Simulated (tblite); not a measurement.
`[SiH3][SiH2]NC[C@@H]1[CH]C1` [radical] (doublet state). The geometry is computed with GFN2-xTB (gas phase). This method treats the open shell by occupation alone, without spin polarisation.

```
atom  x, y, z in Å
Si1   -3.0558    0.6174    0.0698
Si2   -1.6169   -1.1422    0.4458
N3    -0.2281   -0.9176   -0.5583
C4     0.5121    0.3154   -0.6263
C5     1.4052    0.5135    0.5940
C6     2.7189    1.1349    0.4961
C7     2.6806   -0.3077    0.7415
H8    -2.7955    1.7649    0.9488
H9    -3.0126    1.1527   -1.2954
H10   -4.4458    0.2236    0.3171
H11   -2.0788   -2.4675    0.0149
H12   -1.2880   -1.2857    1.8821
H13    0.3873   -1.7123   -0.6573
H14    1.1265    0.3172   -1.5332
H15   -0.2021    1.1410   -0.6931
H16    0.8244    0.6535    1.5000
H17    3.1702    1.6852   -0.3021
H18    2.9173   -0.6837    1.7277
H19    2.9715   -0.9936   -0.0493
```

(1) What is the longest distance between nuclei?

(2) Work out the bond lengths Si1–Si2, Si1–H9, Si1–H10, Si2–H11, Si2–H12, C5–C6, C6–C7, C6–H17 in Å.

(3) How far apart are these pairs, which share no bond: Si1···C4, Si2···H13, N3···H19, C4···H18?

(4) How far are the heavy atoms from their best plane (unweighted least squares)?

(5) Where is the centre of mass (commonest isotopes), and what is the radius of gyration?

(6) Give the dihedral angles H16–C5–C7–C6, N3–C4–C5–C6, H10–Si1–Si2–H12.

(7) What is the repulsion energy of the bare nuclei, Σ ZA·ZB/RAB?

(8) What are the angles Si1–Si2–H11, H11–Si2–H12, C5–C4–H15, H14–C4–H15, C6–C5–C7, C6–C5–H16, C5–C6–H17, C5–C7–C6?

(9) Write the matrix of distances between heavy atoms (Å, lower triangle).

## Answers

(1) H10···H17, 7.78 Å; the next longest distance is 7.55 Å.

(2) For Si1–Si2 the difference vector is (1.4389, -1.7596, 0.3760) Å, of length 2.3039 Å. Si1–Si2 2.304; Si1–H9 1.467; Si1–H10 1.466; Si2–H11 1.468; Si2–H12 1.480; C5–C6 1.457; C6–C7 1.464; C6–H17 1.069 Å.

(3) Si1···C4 3.648 Å (3 bonds apart); Si2···H13 2.358 Å (2 bonds apart); N3···H19 3.241 Å (4 bonds apart); C4···H18 3.511 Å (3 bonds apart).

(4) 0.477 Å rms; Si1 0.19, Si2 0.53, N3 0.61, C4 0.82, C5 0.30, C6 0.05, C7 0.37 Å (magnitudes).

(5) Mass 130.051 u; centre at (-0.373, -0.060, 0.176) Å; Rg = √(Σ m r²/M) = 2.372 Å. As Ia + Ib + Ic = 2 Σ m r², the three principal moments sum to 1463.6 u·Å².

(6) H16–C5–C7–C6 -110° (anticlinal); N3–C4–C5–C6 144° (anticlinal); H10–Si1–Si2–H12 -83° (synclinal). Dihedral signs follow IUPAC: positive where, seen along the central bond, the front bond turns clockwise onto the rear one.

(7) 426.56 Eh over 171 pairs, with full nuclear charges and distances in bohr; the largest single term is 45.02 Eh (Si1 with Si2).

(8) From the scalar product of the two bond vectors; for Si1–Si2–H11 it is -1.5054 Å² over 2.3039 × 1.4681 Å², cos θ = -0.4450. Si1–Si2–H11 116.4°; H11–Si2–H12 105.5°; C5–C4–H15 109.5°; H14–C4–H15 108.3°; C6–C5–C7 58.8°; C6–C5–H16 118.9°; C5–C6–H17 130.6°; C5–C7–C6 58.3°.

(9) 
```
Si1   0.000
Si2   2.304  0.000
N3    3.278  1.728  0.000
C4    3.648  2.794  1.440  0.000
C5    4.493  3.449  2.458  1.525  0.000
C6    5.813  4.898  3.743  2.608  1.457  0.000
C7    5.849  4.388  3.244  2.638  1.524  1.464  0.000
```

Its GFN2-xTB frequencies are all real (lowest 26 cm⁻¹). 3 starts were optimised and ended at 0.00, 0.75 and 1.16 kcal/mol (GFN2-xTB); the lowest of these is shown.

One conformer stands for the species.
